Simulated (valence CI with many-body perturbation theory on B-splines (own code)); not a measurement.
Values are calculated unless marked as measured or tabulated.
# Level structure of Bi⁶⁸⁺

Level of theory: relativistic CI+MBPT: five valence electrons over a frozen Dirac-Fock core [Ne], a basis of 11 s, 11 p, 10 d, 8 f, 5 g, 2 h functions for each j, with the one-electron correlation potential Σ1 (screened to all orders), the two-electron term Σ2, the three-electron term Σ3, Breit, model QED; selected single and double excitations, second order for the rest, scaled by the run's own slope (own B-spline code, finite nucleus).

No measured spectrum was set against this ion. As an estimate, large intervals hold to a few tenths of a per cent, small ones and those within an open d or f shell to about a per cent. Among the levels kept, up to 3300 cm⁻¹ of a level comes from second order outside the variational space, and about a tenth of that is noise between levels of different J, which matters for small intervals.

Levels 91 to 135 of 170, with energies above the lowest level, (3s^2 3p1/2^2 3p3/2) J=3/2. "Leading %" is the weight of the configuration and term that name the level; weights of strongly mixed levels are sums over their largest components and can fall short. In the jj column 3d3/2^4 stands for four electrons in 3d with j = 3/2.

| No. | Configuration | Term | J | E (Ry) | Leading % | Leading jj | g | Second component |
| --- | --- | --- | --- | --- | --- | --- | --- | --- |
| 91 | 3p5 | 2P° | 3/2 | 124.49 | 52 | 3p1/2^2 3p3/2^3 (52 %) | 1.290 | 9 % 3s 3p3 3d 6D° |
| 92 | 3s 3p3 3d | 2G° | 9/2 | 125.10 | 46 | 3s 3p1/2 3p3/2^2 3d3/2 (98 %) | 1.144 | 40 % 3s 3p3 3d 4G° |
| 93 | 3s 3p3 3d | 4F° | 3/2 | 125.78 | 44 | 3s 3p1/2 3p3/2^2 3d3/2 (89 %) | 0.792 | 19 % 3s 3p3 3d 2D° |
| 94 | 3s 3p2 3d2 | 4P | 1/2 | 125.79 | 43 | 3s 3p1/2^2 3d5/2^2 (97 %) | 1.989 | 21 % 3s 3p2 3d2 2S |
| 95 | 3s 3p3 3d | 4D° | 7/2 | 126.46 | 28 | 3s 3p1/2 3p3/2^2 3d3/2 (86 %) | 1.208 | 27 % 3s 3p3 3d 2F° |
| 96 | 3s 3p3 3d | 4D° | 5/2 | 126.54 | 24 | 3s 3p1/2 3p3/2^2 3d3/2 (94 %) | 1.307 | 23 % 3s 3p3 3d 4P° |
| 97 | 3s 3p3 3d | 4D° | 1/2 | 126.75 | 51 | 3s 3p1/2 3p3/2^2 3d3/2 (82 %) | 0.547 | 10 % 3s2 3p 3d2 4D° |
| 98 | 3s 3p3 3d | 4P° | 3/2 | 127.36 | 28 | 3s 3p1/2 3p3/2^2 3d3/2 (88 %) | 1.396 | 20 % 3s 3p3 3d 4S° |
| 99 | 3s 3p3 3d | 4F° | 3/2 | 127.72 | 28 | 3s 3p1/2 3p3/2^2 3d3/2 (93 %) | 0.925 | 21 % 3s 3p3 3d 4D° |
| 100 | 3s 3p3 3d | 2F° | 5/2 | 127.82 | 28 | 3s 3p1/2 3p3/2^2 3d3/2 (97 %) | 1.036 | 18 % 3s 3p3 3d 4F° |
| 101 | 3s 3p3 3d | 2G° | 7/2 | 127.86 | 60 | 3s 3p1/2 3p3/2^2 3d3/2 (95 %) | 1.027 | 10 % 3s 3p3 3d 4D° |
| 102 | 3s 3p3 3d | 2F° | 5/2 | 128.19 | 33 | 3s 3p1/2 3p3/2^2 3d3/2 (94 %) | 1.014 | 23 % 3s 3p3 3d 2D° |
| 103 | 3s 3p3 3d | 2F° | 5/2 | 129.67 | 15 | 3s 3p1/2 3p3/2^2 3d3/2 (73 %) | 1.015 | 13 % 3s 3p3 3d 2D° |
| 104 | 3s 3p3 3d | 2P° | 3/2 | 129.73 | 17 | 3s 3p1/2 3p3/2^2 3d3/2 (81 %) | 1.235 | 15 % 3s 3p3 3d 4D° |
| 105 | 3s 3p3 3d | 2P° | 1/2 | 129.89 | 43 | 3s 3p1/2 3p3/2^2 3d3/2 (95 %) | 0.576 | 34 % 3s 3p3 3d 4D° |
| 106 | 3p5 | 2P° | 3/2 | 130.24 | 13 | 3s 3p1/2 3p3/2^2 3d3/2 (50 %) | 1.053 | 9 % 3s2 3p 3d2 4F° |
| 107 | 3s 3p3 3d | 2P° | 1/2 | 130.35 | 22 | 3s 3p1/2 3p3/2^2 3d3/2 (82 %) | 1.077 | 15 % 3s 3p3 3d 4D° |
| 108 | 3s 3p3 3d | 6D° | 9/2 | 132.54 | 45 | 3s 3p1/2 3p3/2^2 3d5/2 (97 %) | 1.358 | 25 % 3s 3p3 3d 4G° |
| 109 | 3s 3p3 3d | 4D° | 7/2 | 132.90 | 47 | 3s 3p1/2 3p3/2^2 3d5/2 (94 %) | 1.363 | 23 % 3s 3p3 3d 6D° |
| 110 | 3s2 3p 3d2 | 2G° | 7/2 | 133.12 | 31 | 3s^2 3p3/2 3d3/2^2 (84 %) | 1.030 | 23 % 3s2 3p 3d2 2F° |
| 111 | 3s2 3p 3d2 | 4F° | 5/2 | 133.72 | 22 | 3s^2 3p3/2 3d3/2^2 (66 %) | 1.003 | 12 % 3s2 3p 3d2 2F° |
| 112 | 3s2 3p 3d2 | 4D° | 1/2 | 133.73 | 43 | 3s^2 3p3/2 3d3/2^2 (64 %) | 0.369 | 19 % 3s2 3p 3d2 2P° |
| 113 | 3s2 3p 3d2 | 4D° | 3/2 | 134.08 | 19 | 3s^2 3p3/2 3d3/2^2 (58 %) | 0.976 | 17 % 3s2 3p 3d2 4F° |
| 114 | 3s 3p3 3d | 4G° | 11/2 | 134.59 | 97 | 3s 3p1/2 3p3/2^2 3d5/2 (97 %) | 1.254 |  |
| 115 | 3s 3p3 3d | 4F° | 9/2 | 134.70 | 60 | 3s 3p1/2 3p3/2^2 3d5/2 (96 %) | 1.245 | 31 % 3s 3p3 3d 2G° |
| 116 | 3s 3p3 3d | 4D° | 1/2 | 134.84 | 36 | 3s 3p1/2 3p3/2^2 3d5/2 (85 %) | 1.019 | 22 % 3s 3p3 3d 2P° |
| 117 | 3s2 3p 3d2 | 2P° | 3/2 | 135.64 | 25 | 3s^2 3p3/2 3d3/2^2 (74 %) | 1.335 | 14 % 3s2 3p 3d2 4P° |
| 118 | 3s 3p3 3d | 4D° | 5/2 | 135.85 | 39 | 3s 3p1/2 3p3/2^2 3d5/2 (94 %) | 1.323 | 12 % 3s 3p3 3d 4P° |
| 119 | 3s 3p3 3d | 4D° | 3/2 | 136.39 | 34 | 3s 3p1/2 3p3/2^2 3d5/2 (96 %) | 1.195 | 21 % 3s 3p3 3d 2D° |
| 120 | 3s 3p3 3d | 2S° | 1/2 | 136.41 | 42 | 3s 3p1/2 3p3/2^2 3d5/2 (88 %) | 1.456 | 37 % 3s 3p3 3d 2P° |
| 121 | 3s 3p3 3d | 2F° | 7/2 | 136.57 | 51 | 3s 3p1/2 3p3/2^2 3d5/2 (87 %) | 1.124 | 16 % 3s 3p3 3d 2G° |
| 122 | 3s 3p3 3d | 4D° | 5/2 | 136.67 | 30 | 3s 3p1/2 3p3/2^2 3d5/2 (86 %) | 1.312 | 23 % 3s 3p3 3d 4P° |
| 123 | 3s 3p3 3d | 2P° | 3/2 | 137.35 | 45 | 3s 3p1/2 3p3/2^2 3d5/2 (82 %) | 1.377 | 17 % 3s 3p3 3d 4S° |
| 124 | 3s 3p3 3d | 4D° | 7/2 | 137.41 | 23 | 3s 3p1/2 3p3/2^2 3d5/2 (81 %) | 1.221 | 12 % 3s 3p3 3d 2F° |
| 125 | 3s 3p3 3d | 2G° | 9/2 | 137.50 | 51 | 3s 3p1/2 3p3/2^2 3d5/2 (71 %) | 1.128 | 10 % 3s2 3p 3d2 4G° |
| 126 | 3s 3p3 3d | 4D° | 5/2 | 137.71 | 29 | 3s 3p1/2 3p3/2^2 3d5/2 (84 %) | 1.189 | 20 % 3s 3p3 3d 2D° |
| 127 | 3s 3p3 3d | 2D° | 5/2 | 138.36 | 34 | 3s 3p1/2 3p3/2^2 3d5/2 (91 %) | 1.174 | 24 % 3s 3p3 3d 2F° |
| 128 | 3s 3p3 3d | 4D° | 7/2 | 138.55 | 36 | 3s 3p1/2 3p3/2^2 3d5/2 (97 %) | 1.227 | 21 % 3s 3p3 3d 2F° |
| 129 | 3s 3p3 3d | 2F° | 7/2 | 138.86 | 43 | 3s 3p1/2 3p3/2^2 3d5/2 (83 %) | 1.189 | 9 % 3s 3p3 3d 4D° |
| 130 | 3s 3p3 3d | 2P° | 3/2 | 138.86 | 34 | 3s 3p1/2 3p3/2^2 3d5/2 (84 %) | 1.071 | 21 % 3s 3p3 3d 2D° |
| 131 | 3s 3p3 3d | 2D° | 5/2 | 139.10 | 36 | 3s 3p1/2 3p3/2^2 3d5/2 (89 %) | 1.130 | 22 % 3s 3p3 3d 2F° |
| 132 | 3s 3p3 3d | 2S° | 1/2 | 139.55 | 26 | 3s 3p1/2 3p3/2^2 3d5/2 (74 %) | 1.196 | 18 % 3s 3p3 3d 4D° |
| 133 | 3s 3p3 3d | 2D° | 3/2 | 140.01 | 39 | 3s 3p1/2 3p3/2^2 3d5/2 (86 %) | 1.086 | 9 % 3s 3p3 3d 2P° |
| 134 | 3s 3p3 3d | 2D° | 5/2 | 140.56 | 24 | 3s 3p1/2 3p3/2^2 3d5/2 (80 %) | 1.094 | 14 % 3s 3p3 3d 2F° |
| 135 | 3s 3p3 3d | 2D° | 3/2 | 140.60 | 26 | 3s 3p1/2 3p3/2^2 3d5/2 (76 %) | 1.192 | 18 % 3s 3p3 3d 2P° |
